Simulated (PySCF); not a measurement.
Isomers of C4H9NO2Si.

All values: PBE0/pcSseg-1 (PySCF) at GFN2-xTB geometries, gas phase, one conformer each.

Task: Rank by HOMO–LUMO gap, lowest first.
A. `[H]/[N:1]=[CH:2]\[SiH:3]1[O:4][CH2:5][CH2:6][CH2:7][O:8]1` with N1–C2–Si3–O4 -138°, C2–Si3–O4–C5 138°, Si3–O4–C5–C6 17°, O4–C5–C6–C7 -58°, C5–C6–C7–O8 58°
B. `[CH3:1][C@@H:2]1[CH2:3][Si@@H:4]([C:5]([NH2:6])=[O:7])[O:8]1` with C3–Si4–C5–N6 73°, Si4–C5–N6–H 176° and 8°, C1–C2–C3–Si4 -109°, C2–C3–Si4–C5 -115°, C3–Si4–O8–C2 8°, C1–C2–O8–Si4 110°
C. `[O:1]=[CH:2][N:3]1[CH2:4][CH2:5][CH2:6][Si@@H:7]1[OH:8]` with O1–C2–N3–C4 1°, C6–Si7–O8–H -54°, C2–N3–C4–C5 -150°, N3–C4–C5–C6 -43°, C4–C5–C6–Si7 35°, C5–C6–Si7–O8 102°
D. `[CH2:1]=[CH:2][O:3][SiH2:4][CH2:5][C:6]([NH2:7])=[O:8]` with C1–C2–O3–Si4 10°, C2–O3–Si4–C5 -57°, O3–Si4–C5–C6 100°, Si4–C5–C6–N7 92°, C5–C6–N7–H -176° and -1°
E. `[CH3:1][O:2][SiH2:3][O:4][CH2:5][CH2:6][C:7]#[N:8]` with C1–O2–Si3–O4 177°, O2–Si3–O4–C5 54°, Si3–O4–C5–C6 -169°, O4–C5–C6–C7 -178°
F. `[CH2:1]=[N:2][C:3](=[CH2:4])[O:5][SiH2:6][O:7][CH3:8]` with C1–N2–C3–C4 -46°, N2–C3–O5–Si6 -1°, C3–O5–Si6–O7 -67°, O5–Si6–O7–C8 -177°

Result: F (5.34 eV), A (6.08 eV), B (6.25 eV), D (7.26 eV), C (7.69 eV), E (8.99 eV).

Task: Rank by dipole moment, highest first.
A. `[CH2:1]=[CH:2][O:3][SiH2:4][CH2:5][C:6]([NH2:7])=[O:8]` with C1–C2–O3–Si4 10°, C2–O3–Si4–C5 -57°, O3–Si4–C5–C6 100°, Si4–C5–C6–N7 92°, C5–C6–N7–H -176° and -1°
B. `[O:1]=[CH:2][N:3]1[CH2:4][CH2:5][CH2:6][Si@@H:7]1[OH:8]` with O1–C2–N3–C4 1°, C6–Si7–O8–H -54°, C2–N3–C4–C5 -150°, N3–C4–C5–C6 -43°, C4–C5–C6–Si7 35°, C5–C6–Si7–O8 102°
C. `[CH3:1][O:2][CH2:3][CH2:4][O:5][SiH2:6][C:7]#[N:8]` with C1–O2–C3–C4 174°, O2–C3–C4–O5 -58°, C3–C4–O5–Si6 36°, C4–O5–Si6–C7 56°
D. `[CH3:1][O:2][SiH2:3][O:4][CH2:5][CH2:6][C:7]#[N:8]` with C1–O2–Si3–O4 177°, O2–Si3–O4–C5 54°, Si3–O4–C5–C6 -169°, O4–C5–C6–C7 -178°
E. `[CH3:1][C@@H:2]1[CH2:3][Si@@H:4]([C:5]([NH2:6])=[O:7])[O:8]1` with C3–Si4–C5–N6 73°, Si4–C5–N6–H 176° and 8°, C1–C2–C3–Si4 -109°, C2–C3–Si4–C5 -115°, C3–Si4–O8–C2 8°, C1–C2–O8–Si4 110°
F. `[CH2:1]=[N:2][C:3](=[CH2:4])[O:5][SiH2:6][O:7][CH3:8]` with C1–N2–C3–C4 -46°, N2–C3–O5–Si6 -1°, C3–O5–Si6–O7 -67°, O5–Si6–O7–C8 -177°

Result: C (4.94 D), D (4.58 D), B (3.95 D), A (3.60 D), E (3.34 D), F (2.33 D).

Task: Rank by HOMO energy, lowest first.
A. `[CH3:1][O:2][SiH2:3][O:4][CH2:5][CH2:6][C:7]#[N:8]` with C1–O2–Si3–O4 177°, O2–Si3–O4–C5 54°, Si3–O4–C5–C6 -169°, O4–C5–C6–C7 -178°
B. `[CH2:1]=[N:2][C:3](=[CH2:4])[O:5][SiH2:6][O:7][CH3:8]` with C1–N2–C3–C4 -46°, N2–C3–O5–Si6 -1°, C3–O5–Si6–O7 -67°, O5–Si6–O7–C8 -177°
C. `[CH2:1]=[N:2][SiH:3]1[O:4][CH2:5][CH2:6][CH2:7][O:8]1` with C1–N2–Si3–O4 -122°, N2–Si3–O4–C5 -132°, Si3–O4–C5–C6 41°, O4–C5–C6–C7 -61°, C5–C6–C7–O8 61°
D. `[H]/[N:1]=[CH:2]\[SiH:3]1[O:4][CH2:5][CH2:6][CH2:7][O:8]1` with N1–C2–Si3–O4 -138°, C2–Si3–O4–C5 138°, Si3–O4–C5–C6 17°, O4–C5–C6–C7 -58°, C5–C6–C7–O8 58°
E. `[O:1]=[C:2]1[NH:3][CH2:4][CH2:5][C@H:6]1[O:7][SiH3:8]` with C5–C6–O7–Si8 143°, O1–C2–N3–C4 177°, C2–N3–C4–C5 -16°, N3–C4–C5–C6 27°, C4–C5–C6–O7 -151°
F. `[CH3:1][O:2][CH2:3][CH2:4][O:5][SiH2:6][C:7]#[N:8]` with C1–O2–C3–C4 174°, O2–C3–C4–O5 -58°, C3–C4–O5–Si6 36°, C4–O5–Si6–C7 56°

Result: A (-8.38 eV), F (-8.23 eV), E (-7.37 eV), C (-7.03 eV), D (-6.79 eV), B (-6.53 eV).

All values together:

| SMILES | μ (D) | HOMO (eV) | LUMO (eV) | lowest IAO charge (e) | highest IAO charge (e) | lowest Hirshfeld charge (e) | highest Hirshfeld charge (e) |
| --- | --- | --- | --- | --- | --- | --- | --- |
| O=C1NCC[C@H]1O[SiH3] | 4.67 | -7.37 | 0.38 | -0.628 (O) | +0.860 (Si) | -0.260 (O) | +0.344 (Si) |
| C=N[SiH]1OCCCO1 | 0.84 | -7.03 | -0.84 | -0.653 (O) | +1.406 (Si) | -0.237 (O) | +0.469 (Si) |
| [H]/N=C\[SiH]1OCCCO1 | 4.10 | -6.79 | -0.71 | -0.656 (O) | +1.282 (Si) | -0.237 (O) | +0.458 (Si) |
| O=CN1CCC[Si@@H]1O | 3.95 | -7.35 | 0.34 | -0.778 (O) | +1.216 (Si) | -0.302 (O) | +0.458 (Si) |
| CO[SiH2]OCCC#N | 4.58 | -8.38 | 0.61 | -0.651 (O) | +1.221 (Si) | -0.231 (O/N) | +0.445 (Si) |
| C=NC(=C)O[SiH2]OC | 2.33 | -6.53 | -1.19 | -0.647 (O) | +1.205 (Si) | -0.233 (O) | +0.430 (Si) |
| COCCO[SiH2]C#N | 4.94 | -8.23 | -0.35 | -0.626 (O) | +1.001 (Si) | -0.215 (O) | +0.414 (Si) |
| C=CO[SiH2]CC(N)=O | 3.60 | -6.84 | 0.42 | -0.624 (C) | +1.020 (Si) | -0.279 (O) | +0.414 (Si) |
| C[C@@H]1C[Si@@H](C(N)=O)O1 | 3.34 | -6.98 | -0.73 | -0.692 (O) | +1.072 (Si) | -0.295 (O) | +0.430 (Si) |

Conformers: `[O:1]=[C:2]1[NH:3][CH2:4][CH2:5][C@H:6]1[O:7][SiH3:8]` with C5–C6–O7–Si8 143°, O1–C2–N3–C4 177°, C2–N3–C4–C5 -16°, N3–C4–C5–C6 27°, C4–C5–C6–O7 -151°; `[CH2:1]=[N:2][SiH:3]1[O:4][CH2:5][CH2:6][CH2:7][O:8]1` with C1–N2–Si3–O4 -122°, N2–Si3–O4–C5 -132°, Si3–O4–C5–C6 41°, O4–C5–C6–C7 -61°, C5–C6–C7–O8 61°; `[H]/[N:1]=[CH:2]\[SiH:3]1[O:4][CH2:5][CH2:6][CH2:7][O:8]1` with N1–C2–Si3–O4 -138°, C2–Si3–O4–C5 138°, Si3–O4–C5–C6 17°, O4–C5–C6–C7 -58°, C5–C6–C7–O8 58°; `[O:1]=[CH:2][N:3]1[CH2:4][CH2:5][CH2:6][Si@@H:7]1[OH:8]` with O1–C2–N3–C4 1°, C6–Si7–O8–H -54°, C2–N3–C4–C5 -150°, N3–C4–C5–C6 -43°, C4–C5–C6–Si7 35°, C5–C6–Si7–O8 102°; `[CH3:1][O:2][SiH2:3][O:4][CH2:5][CH2:6][C:7]#[N:8]` with C1–O2–Si3–O4 177°, O2–Si3–O4–C5 54°, Si3–O4–C5–C6 -169°, O4–C5–C6–C7 -178°; `[CH2:1]=[N:2][C:3](=[CH2:4])[O:5][SiH2:6][O:7][CH3:8]` with C1–N2–C3–C4 -46°, N2–C3–O5–Si6 -1°, C3–O5–Si6–O7 -67°, O5–Si6–O7–C8 -177°; `[CH3:1][O:2][CH2:3][CH2:4][O:5][SiH2:6][C:7]#[N:8]` with C1–O2–C3–C4 174°, O2–C3–C4–O5 -58°, C3–C4–O5–Si6 36°, C4–O5–Si6–C7 56°; `[CH2:1]=[CH:2][O:3][SiH2:4][CH2:5][C:6]([NH2:7])=[O:8]` with C1–C2–O3–Si4 10°, C2–O3–Si4–C5 -57°, O3–Si4–C5–C6 100°, Si4–C5–C6–N7 92°, C5–C6–N7–H -176° and -1°; `[CH3:1][C@@H:2]1[CH2:3][Si@@H:4]([C:5]([NH2:6])=[O:7])[O:8]1` with C3–Si4–C5–N6 73°, Si4–C5–N6–H 176° and 8°, C1–C2–C3–Si4 -109°, C2–C3–Si4–C5 -115°, C3–Si4–O8–C2 8°, C1–C2–O8–Si4 110°.
